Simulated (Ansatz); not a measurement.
Input file for `N[BH][GeH]([OH])[F]`:

```yaml
crystal:
  periodic: [false, false, false]
  atoms:
    - {symbol: N, position_ang: [-1.592583, -0.665044, -0.458176]}
    - {symbol: B, position_ang: [-0.434075, -0.966746, 0.225909]}
    - {symbol: Ge, position_ang: [0.781051, 0.662734, 0.603388]}
    - {symbol: O, position_ang: [2.348172, 0.655228, -0.228731]}
    - {symbol: F, position_ang: [-0.151652, 1.977147, -0.121020]}
    - {symbol: H, position_ang: [-2.280903, -1.351971, -0.722087]}
    - {symbol: H, position_ang: [-1.823774, 0.278314, -0.732699]}
    - {symbol: H, position_ang: [-0.189844, -2.093107, 0.540134]}
    - {symbol: H, position_ang: [1.131004, 1.145624, 2.017486]}
    - {symbol: H, position_ang: [2.295505, 0.306820, -1.121306]}
basis:
  gaussian: {orbitals: def2-TZVPP}
correlation: {method: ccsd_t}
```

```sh
$ ansatz run in.yaml --threads 4 --pin off --events-out ev --progress --plain --max-ram 10444MiB
```

The program prints (abridged):

```
Functional definition: HF
1497 factors; integrals over basis functions are off by at most 1.0e-3 eV
mean field evaluation 1: about -63449.6746 eV, gradient 5.4e1 eV
mean field evaluation 2: about -63449.8377 eV, gradient 5.4e1 eV
mean field evaluation 4: about -63455.2107 eV, gradient 3.9e0 eV
mean field evaluation 8: about -63455.2768 eV, gradient 3.5e-1 eV
mean field -63455.27718786 eV, -2331.9384251222 hartree, gradient 6.2e-6 eV, S^2 0.000000; 0 other end points of the search recorded, 0 dependent functions left out
13 core orbitals not correlated: weight in the atoms' cores, before any rotation towards them, 1.000 or more for the frozen orbitals, at most 0.000 for the correlated occupied ones
reference -63455.27718786 eV, -2331.9384251222 hartree; 20, 20 occupied and 209, 209 virtual orbitals, 1497 factors
second order -28.86609396 eV of doubles, -0.00000000 eV of singles
cycle   1  -28.55724015 eV  change    3.1e-1 eV  update   1.2e-1
cycle   2  -29.26635616 eV  change   -7.1e-1 eV  update   3.6e-2
cycle   3  -29.42669616 eV  change   -1.6e-1 eV  update   2.0e-2
cycle   4  -29.40744420 eV  change    1.9e-2 eV  update   5.5e-3
cycle   5  -29.40324122 eV  change    4.2e-3 eV  update   2.6e-3
cycle   6  -29.40517727 eV  change   -1.9e-3 eV  update   9.1e-4
cycle   7  -29.40481043 eV  change    3.7e-4 eV  update   3.1e-4
cycle   8  -29.40456994 eV  change    2.4e-4 eV  update   1.1e-4
cycle   9  -29.40459380 eV  change   -2.4e-5 eV  update   4.3e-5
perturbative correction -1.04974024 eV, -0.0385772424 hartree
Total energy: -63485.73152191 eV, -2333.0576012557 hartree
```

Run time 3.7 min (4 threads of an Arm Neoverse V1 on a shared host); peak host memory 5.1 GiB.

MP2 recovers 94.8 % of the CCSD(T) correlation energy and the triples give 3.4 %; T1 = 0.0131.
